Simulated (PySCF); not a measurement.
H7OSi2, SMILES [SiH3][OH+][SiH3], charge +1. Heavy atoms are numbered as in [SiH3:1][OH+:2][SiH3:3]. Hydrogens are named by the atom that carries them.

Geometry: PBE0-D3(BJ)/def2-SVP. A frequency run showed that this geometry is not a minimum. The isomer is the one that the SMILES or the coordinates give; other isomers of the formula were not compared.

Computed with KT2/pcSseg-1 (PySCF).

GIAO shieldings, no solvent; atoms alike by connectivity are averaged. δ = σ(ref) − σ: ²⁹Si against TMS (σ = 361.9 ppm); ¹⁷O against H2O (σ = 330.4 ppm); ¹H against TMS (σ = 31.47 ppm), references at their B3LYP-D3(BJ)/def2-TZVP geometries, non-relativistic.

```
nucleus       atoms  count  δ (ppm)
-------  ----------  -----  -------
²⁹Si     Si1 (SiH3)      2     36.8
¹⁷O         O2 (OH)      1      6.5
¹H         H on Si1      6     6.06
¹H          H on O2      1     2.93
```
